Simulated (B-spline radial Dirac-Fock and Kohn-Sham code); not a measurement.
Successive ionisation energies of hafnium: Dirac-Fock against NIST

These are calculated numbers from a radial B-spline solver; the model is Dirac-Fock ΔSCF + Breit + QED. Each value is the difference of the configuration-average energies of two neighbouring ions in their tabulated ground configurations. Correlation and solid-state effects are left out. NIST's values refer to the lowest levels; many for high charge states are themselves semi-empirical or theoretical. Where a p, d or f shell is open in either ion the computed value averages over both j values and all terms, while the table refers to the lowest levels; that difference holds spin-orbit splitting (largest in heavy or highly charged ions), term energies where several electrons share open shells, and correlation, and it can reach 10 % or more.

```
  ion  configuration  computed (eV)        NIST (eV)         kind  NIST − computed (eV)
Hf⁵⁰⁺       [Ar] 3d4         4533.1         4573 ± 4  theoretical                +39.90
Hf⁵¹⁺       [Ar] 3d3         4666.7         4703 ± 4  theoretical                +36.33
Hf⁵²⁺       [Ar] 3d2         4801.8         4846 ± 4  theoretical                +44.20
Hf⁵³⁺       [Ar] 3d1         4938.5         4980 ± 5  theoretical                +41.51
Hf⁵⁴⁺   [Ne] 3s2 3p6         5452.7         5350 ± 5  theoretical               -102.67
Hf⁵⁵⁺   [Ne] 3s2 3p5         5574.2         5468 ± 5  theoretical               -106.24
Hf⁵⁶⁺   [Ne] 3s2 3p4         5696.8         5595 ± 5  theoretical               -101.76
Hf⁵⁷⁺   [Ne] 3s2 3p3         5820.2         5713 ± 6  theoretical               -107.23
Hf⁵⁸⁺   [Ne] 3s2 3p2         5944.6         6149 ± 6  theoretical               +204.37
Hf⁵⁹⁺   [Ne] 3s2 3p1         6070.0         6284 ± 7  theoretical               +214.01
Hf⁶⁰⁺       [Ne] 3s2         6545.0        6545 ± 10  theoretical                 +0.02
Hf⁶¹⁺       [Ne] 3s1         6673.9        6674 ± 12  theoretical                 +0.10
Hf⁶²⁺   [He] 2s2 2p6        15086.6       14678 ± 15  theoretical               -408.62
Hf⁶³⁺   [He] 2s2 2p5        15425.2       14999 ± 19  theoretical               -426.19
Hf⁶⁴⁺   [He] 2s2 2p4        15767.1       15351 ± 24  theoretical               -416.08
Hf⁶⁵⁺   [He] 2s2 2p3        16112.3       15680 ± 30  theoretical               -432.31
Hf⁶⁶⁺   [He] 2s2 2p2        16460.9       17280 ± 40  theoretical               +819.13
Hf⁶⁷⁺   [He] 2s2 2p1        16812.8       17680 ± 40  theoretical               +867.23
Hf⁷⁰⁺            1s2        74561.5  74565.91 ± 0.16  theoretical                 +4.40
Hf⁷¹⁺            1s1        76077.5   76077.7 ± 0.11  theoretical                 +0.20
```
